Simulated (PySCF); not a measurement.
**Mayer bond orders and bond lengths**

Compound: C7H12.
Atom-mapped SMILES: `[CH3:1][C@H:2]1[C@@H:3]2[CH2:4][CH2:5][C@H:6]1[CH2:7]2` (hydrogens: H8, H9, H10 on C1; H11 on C2; H12 on C3; H13, H14 on C4; H15, H16 on C5; H17 on C6; H18, H19 on C7)

Geometry (GFN2-xTB, Å), atoms numbered from 1 in this order:
```xyz
19
C7H12 angstrom
C      2.2253   -0.0221   -0.1786
C      0.7573    0.2414   -0.4568
C     -0.2101   -0.9567   -0.3620
C     -1.5236   -0.3133   -0.8105
C     -1.4443    0.9953    0.0126
C     -0.1062    0.7550    0.7142
C     -0.2593   -0.7089    1.1528
H      2.3748   -0.5983    0.7294
H      2.7589    0.9210   -0.0741
H      2.6678   -0.5727   -1.0070
H      0.6748    0.8249   -1.3778
H      0.0394   -1.9286   -0.7793
H     -2.3892   -0.9200   -0.5465
H     -1.5464   -0.1296   -1.8843
H     -2.2672    1.0926    0.7201
H     -1.4252    1.8836   -0.6179
H      0.2492    1.5261    1.3924
H      0.5934   -1.1026    1.6966
H     -1.1791   -0.9778    1.6692
```

Bond orders from the PBE0/pcSseg-1 density (PySCF). Geometry: GFN2-xTB; no solvent, vibrations or thermal averaging.

(1) Where do the orders between heavy atoms depart from those drawn in the SMILES?

(2) Set the Mayer orders of the bonds between heavy atoms beside their lengths.

## Answers

(1) The largest departure is 0.101, at C2–C3 (drawn single, 0.899) and C6–C2 (drawn single, 0.899).

(2) 
| bond | drawn as | length (Å) | Mayer order |
| --- | --- | --- | --- |
| C1–C2 | single | 1.517 | 1.060 |
| C2–C3 | single | 1.543 | 0.899 |
| C3–C4 | single | 1.530 | 1.025 |
| C4–C5 | single | 1.548 | 0.988 |
| C5–C6 | single | 1.530 | 1.025 |
| C6–C7 | single | 1.536 | 0.931 |
| C6–C2 | single | 1.543 | 0.899 |
| C7–C3 | single | 1.536 | 0.932 |

Bonds between the same two heavy elements. C–C: lowest C2–C3 and C6–C2 (0.899, 1.543 Å), highest C1–C2 (1.060, 1.517 Å); in 4 of the 28 pairs the longer bond (by over 0.003 Å) has the higher order (by 0.02 or more). Bonds named together lie within 0.004.

Task: And the bonds to hydrogen?

Result: C–H: 0.95 to 0.99 (12 bonds).

Task: Sum the orders of all bonds at each heavy atom with more than one neighbour and set the sums beside the valence in the SMILES.

Result: C1 3.941 (drawn 4), C2 3.814 (drawn 4), C3 3.843 (drawn 4), C4 3.924 (drawn 4), C5 3.924 (drawn 4), C6 3.842 (drawn 4), C7 3.784 (drawn 4). Orders between atoms that aren't bonded are not in these sums.

The Mayer order sums products of elements of PS (density times overlap matrix) between the two atoms' basis functions, so it depends on the basis set.

These values come from a run that also computed NMR shieldings. Hardware: x86-64 server, one thread, shared host. Cost: 18 s wall.
